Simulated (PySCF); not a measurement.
## Where the electron goes

Compound: C6H12Si.
Structure used (GFN2-xTB), in Å, numbered top down from 1:
```xyz
19
C6H12Si angstrom
C     -1.3575   -1.5324    0.4127
C     -1.0503   -0.2430   -0.3533
C     -1.8524    0.9264    0.2238
C      0.4133    0.0550   -0.3073
C      1.2954    0.1551   -1.3118
Si     2.7619    0.5345   -0.1966
C      1.2234    0.3135    0.9432
H     -1.1115   -1.4156    1.4656
H     -2.4143   -1.7780    0.3324
H     -0.7772   -2.3604    0.0106
H     -1.3364   -0.3814   -1.4034
H     -2.9194    0.7323    0.1379
H     -1.6128    1.0683    1.2752
H     -1.6229    1.8455   -0.3115
H      1.0917    0.0336   -2.3643
H      3.8056   -0.4818   -0.0621
H      3.3334    1.8806   -0.2406
H      0.8877    1.1877    1.4991
H      1.2324   -0.5306    1.6312
```

Level of theory: PySCF, TDDFT CAM-B3LYP/def2-SVPD, vertical, gas phase, core orbitals frozen in the response.

Frontier orbitals with the atoms that hold most of them (Löwdin shares over 4%, at most four atoms; ? is withheld):

```json
{"orbital": "LUMO+2", "ε (eV)": "1.38", "atoms": "Si6 30%, C5 14%, H15 6%, H16 6%"}
{"orbital": "LUMO+1", "ε (eV)": "1.37", "atoms": "C4 33%, C5 27%, Si6 10%, H15 6%"}
{"orbital": "LUMO", "ε (eV)": "1.16", "atoms": "Si6 27%, C7 12%, H17 9%, H16 9%"}
{"orbital": "HOMO", "ε (eV)": "-8.47", "atoms": "?"}
{"orbital": "HOMO-1", "ε (eV)": "-9.49", "atoms": "C5 30%, Si6 23%, C7 23%, H15 7%"}
{"orbital": "HOMO-2", "ε (eV)": "-9.51", "atoms": "C7 24%, Si6 19%, C4 16%, C2 12%"}
{"orbital": "HOMO-3", "ε (eV)": "-10.64", "atoms": "C2 23%, H11 14%, C1 11%, C3 11%"}
```

(1) Which atoms hold the HOMO, and with what shares?

(2) How does S1 compare with the orbital gap of 9.63 eV?

Results:

(1) C5 (bonded to C, Si and H) 36%; C4 (bonded to 3 C) 29%; C7 (bonded to C, Si and 2 H) 8%; Si6 (bonded to 2 C and 2 H) 6%. By element: carbon 73% or more, silicon 6%.

(2) S1 is at 6.57 eV (f = 0.0049), 3.06 eV below the gap, made of HOMO→LUMO (61%), HOMO→LUMO+2 (19%), HOMO-1→LUMO+1 (12%). Without the coupling terms of the response equations the lowest excitation would equal the gap.

Next come S2 at 6.77 eV (f 0.218), HOMO→LUMO+1 (83%); S3 at 6.81 eV (f 0.0000), HOMO-1→LUMO+1 (63%), HOMO-2→LUMO+1 (18%), HOMO→LUMO (10%); S4 at 6.99 eV (f 0.0064), HOMO→LUMO+2 (63%), HOMO→LUMO (21%), HOMO→LUMO+5 (11%); S5 at 7.03 eV (f 0.0001), HOMO-2→LUMO+1 (75%), HOMO-1→LUMO+1 (21%).

One conformer stands for the species.
